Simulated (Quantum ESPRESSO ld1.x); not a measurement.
Q: Coherent X-ray form factor from a spherical all-electron density. Calculated with ld1.x of Quantum ESPRESSO 7.5: scalar-relativistic Kohn-Sham, LDA (Slater exchange, Perdew-Zunger correlation), spin-unpolarised, spherical densities, point nucleus.

sin(theta)/lambda (1/angstrom)  f0 (electrons)
0.05                                     7.867
0.1                                      7.491
0.15                                     6.931
0.2                                      6.263
0.25                                     5.561
0.3                                      4.882
0.4                                      3.721
0.5                                      2.884
0.6                                      2.329
0.8                                      1.746
1                                        1.484
1.25                                     1.285
1.5                                      1.115
2                                        0.805

The species is in the configuration that NIST lists as its ground one. Which atom or ion scatters so?

A: The fluorine ion F+, [He] 2s2 2p4. Extrapolating in s^2 from the first two rows gives f0(0) = 8.0, near the electron count 8; among species with that count, the fall with angle is slower the higher Z, and the table is that of Z = 9; from so few rows the species is fixed only to a neighbour or two.
